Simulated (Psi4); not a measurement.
C$_{5}$H$_{9}$NO, charge -1, doublet, geometry from GFN2-xTB (a state made from the parent by changing its charge; the spin is typed, not shown lowest) (a gas-phase anion, which may not be bound at this level); HF/STO-3G (Psi4).

The Psi4 input:
```
memory 2 GB

molecule mol {
-1 2
  C     2.018992   -0.191536   -0.054440
  N     0.740083    0.431569    0.145771
  C     0.150993    1.013939   -1.031023
  C    -1.351483    1.021640   -0.757167
  C    -1.557382   -0.302166   -0.035183
  C    -0.285429   -0.442119    0.812023
  O     0.082980   -1.563523    1.345880
  H     2.831873    0.547716   -0.004420
  H     2.099908   -0.723172   -1.024026
  H     2.129662   -0.923216    0.748247
  H     0.358338    0.412161   -1.945330
  H     0.549190    2.027942   -1.215972
  H    -1.595673    1.852430   -0.090900
  H    -1.937897    1.124057   -1.677089
  H    -2.458995   -0.304528    0.588263
  H    -1.674977   -1.124738   -0.771470
}

set basis sto-3g
set reference uhf
set scf_type pk
set puream true
set d_convergence 1e-8

energy('scf')
print_variables()
```

What the program printed (banner, timings and long lists left out):

```
   => Loading Basis Set <=

    Name: STO-3G
    Role: ORBITAL
    Keyword: BASIS

         ---------------------------------------------------------
                                   SCF
               by Justin Turney, Rob Parrish, Andy Simmonett
                          and Daniel G. A. Smith
                              UHF Reference
         ---------------------------------------------------------

  ==> Geometry <==

    Molecular point group: c1
    Full point group: C1

    Geometry (in Angstrom), charge = -1, multiplicity = 2:

       Center              X                  Y                   Z               Mass
    ------------   -----------------  -----------------  -----------------  -----------------
         C            2.021992202214    -0.162699639975    -0.108383558294    12.000000000000
         N            0.743083202214     0.460405360025     0.091827441706    14.003074004430
         C            0.153993202214     1.042775360025    -1.084966558294    12.000000000000
         C           -1.348482797786     1.050476360025    -0.811110558294    12.000000000000
         C           -1.554381797786    -0.273329639975    -0.089126558294    12.000000000000
         C           -0.282428797786    -0.413282639975     0.758079441706    12.000000000000
         O            0.085980202214    -1.534686639975     1.291936441706    15.994914619570
         H            2.834873202214     0.576552360025    -0.058363558294     1.007825032230
         H            2.102908202214    -0.694335639975    -1.077969558294     1.007825032230
         H            2.132662202214    -0.894379639975     0.694303441706     1.007825032230
         H            0.361338202214     0.440997360025    -1.999273558294     1.007825032230
         H            0.552190202214     2.056778360025    -1.269915558294     1.007825032230
         H           -1.592672797786     1.881266360025    -0.144843558294     1.007825032230
         H           -1.934896797786     1.152893360025    -1.731032558294     1.007825032230
         H           -2.455994797786    -0.275691639975     0.534319441706     1.007825032230
         H           -1.671976797786    -1.095901639975    -0.825413558294     1.007825032230

  Running in c1 symmetry.

  Rotational constants: A =      0.12589  B =      0.09978  C =      0.06015 [cm^-1]
  Rotational constants: A =   3774.03142  B =   2991.46704  C =   1803.37448 [MHz]
  Nuclear repulsion =  313.959434013642692

  Charge       = -1
[...]
   @UHF iter  17:  -319.64148441639435   -6.02540e-12   1.43285e-08 DIIS
   @UHF iter  18:  -319.64148441639577   -1.42109e-12   5.11924e-09 DIIS
  Energy and wave function converged.

  ==> Post-Iterations <==

   @Spin Contamination Metric:   7.016711271E-03
   @S^2 Expected:                7.500000000E-01
   @S^2 Observed:                7.570167113E-01
   @S   Expected:                5.000000000E-01
   @S   Observed:                5.000000000E-01

    Orbital Energies [Eh]
    ---------------------

    Alpha Occupied:

[...]
      28A      0.145135

    Alpha Virtual:

[...]
      44A      1.266327

    Beta Occupied:

[...]
    Beta Virtual:

[...]
    Final Occupation by Irrep:
              A
    DOCC [    27 ]
    SOCC [     1 ]
    NA   [    28 ]
    NB   [    27 ]

  @UHF Final Energy:  -319.64148441639577

   => Energetics <=

    Nuclear Repulsion Energy =            313.9594340136426922
    One-Electron Energy =               -1073.6369040710667377
    Two-Electron Energy =                 440.0359856410282191
    Total Energy =                       -319.6414844163957696

  UHF NO Occupations:
  HONO-2 :   26  A 1.9996705
  HONO-1 :   27  A 1.9971944
  HONO-0 :   28  A 1.0000000
  LUNO+0 :   29  A 0.0028056
  LUNO+1 :   30  A 0.0003295
  LUNO+2 :   31  A 0.0002380
  LUNO+3 :   32  A 0.0000804

Computation Completed

Properties will be evaluated at   0.000000,   0.000000,   0.000000 [a0]

Properties computed using the SCF density matrix

 Multipole Moments:

 ------------------------------------------------------------------------------------
     Multipole            Electronic (a.u.)      Nuclear  (a.u.)        Total (a.u.)
 ------------------------------------------------------------------------------------

 L = 1.  Multiply by 2.5417464519 to convert [e a0] to [Debye]
 Dipole X            :         -0.2860449            0.3061487            0.0201038
 Dipole Y            :         -1.9974680            2.9426105            0.9451426
 Dipole Z            :          3.9957647           -5.5046818           -1.5089170
 Magnitude           :                                                    1.7805980

 ------------------------------------------------------------------------------------

  Variable Map:
  ----------------------------------------------------------------------------
[...]
  Array Variable Map:
  ----------------------------------------------------------------------------
[...]
[...]
```
